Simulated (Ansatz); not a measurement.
Consider the redistribution: `FC([SiH3])[SiH2]Cl` + `N[SiH2]C[SiH2]N` → `N[SiH2]C[SiH2]Cl` + `N[SiH2]C(F)[SiH3]`.

Gas-phase electronic energies from Ansatz, PBE0-D4/def2-TZVP geometries. CCSD(T)/CBS adds triple-zeta CCSD(T) − MP2 to the extrapolated MP2 energy (def2 sets, frozen cores). Functionals use def2-TZVPP. B3LYP here is the variant with VWN-RPA as its local correlation; programs differ in this. One conformer a species, not always the lowest.

`FC([SiH3])[SiH2]Cl`:

```xyz
11

F    -0.985    1.565   -0.545
C     0.045    0.629   -0.369
Si   -0.416   -0.973   -1.281
Si    0.373    0.395    1.471
Cl    1.080    2.134    2.299
H     0.952    1.038   -0.835
H    -1.573   -1.622   -0.615
H     0.759   -1.882   -1.236
H    -0.760   -0.651   -2.688
H     1.405   -0.657    1.631
H    -0.879    0.025    2.168
```

`N[SiH2]C[SiH2]N`:

Cartesian coordinates in Å:
```
N -0.073 0.588 -1.947
Si 1.025 0.970 -0.683
C 1.179 -0.465 0.507
Si -0.470 -1.208 0.966
N -1.679 0.032 0.855
H -1.048 0.492 -1.705
H 0.048 1.001 -2.857
H 0.651 2.168 0.134
H 2.327 1.276 -1.339
H 1.699 -0.125 1.409
H 1.794 -1.250 0.055
H -0.885 -2.263 0.004
H -0.375 -1.850 2.313
H -2.648 -0.246 0.902
H -1.545 0.880 1.387
```

`N[SiH2]C[SiH2]Cl`:

Cartesian coordinates in Å:
```
N -2.169 -0.654 1.039
Si -0.474 -0.675 0.743
C -0.071 0.503 -0.655
Si 1.734 0.785 -0.973
Cl 2.694 -1.021 -1.247
H -2.629 0.191 1.339
H -2.601 -1.461 1.461
H -0.134 -2.075 0.389
H 0.370 -0.269 1.909
H -0.503 1.484 -0.415
H -0.559 0.152 -1.570
H 1.965 1.584 -2.202
H 2.380 1.456 0.181
```

`N[SiH2]C(F)[SiH3]`:

Z-matrix (Å, degrees):
```
Si
C 1 1.898
N 1 1.712 2 116.0
H 1 1.488 2 105.8 3 120.5
H 1 1.485 2 107.0 3 -120.3
Si 2 1.891 1 115.4 3 -56.7
F 2 1.412 1 108.6 3 65.5
H 2 1.100 1 108.1 3 -178.2
H 3 1.007 1 121.2 2 72.8
H 3 1.007 1 120.1 2 -74.5
H 6 1.488 2 108.0 1 -61.8
H 6 1.486 2 110.3 1 57.3
H 6 1.485 2 110.7 1 178.2
```

```tsv
level	ΔE (kJ/mol)	difference from CCSD(T)/CBS
PBE-D4	-0.8	2.6
r2SCAN-D4	-1.7	1.7
B3LYP-D4	-2.1	1.3
ωB97X-V	-3.0	0.4
ωB97M-V	-2.2	1.2
PBE	-2.9	0.5
r2SCAN	-2.2	1.2
B3LYP	-5.5	-2.1
HF/def2-TZVPP	-8.2	-4.8
MP2/def2-TZVPP	-2.0	1.4
SCS-MP2/def2-TZVPP	-3.0	0.4
CCSD/def2-TZVPP	-2.8	0.6
CCSD(T)/def2-TZVPP	-1.9	1.5
HF/def2-QZVPP	-8.8	-5.4
MP2/def2-QZVPP	-3.1	0.3
CCSD/CBS(def2)	-4.4	-1.0
CCSD(T)/CBS	-3.4	0
```

Largest T1 diagnostic among the species: 0.012.

The D4 term adds +3.4 kJ/mol with B3LYP and +1.7 kJ/mol with PBE0; it sums over pairs of atoms, weighted by their polarisabilities, and B3LYP, whose exchange is more repulsive, gets the larger term. In def2-TZVPP, CCSD(T) changes the Hartree–Fock value by +6.4 kJ/mol (the triples alone add +1.0 kJ/mol) and MP2 by +6.2 kJ/mol.
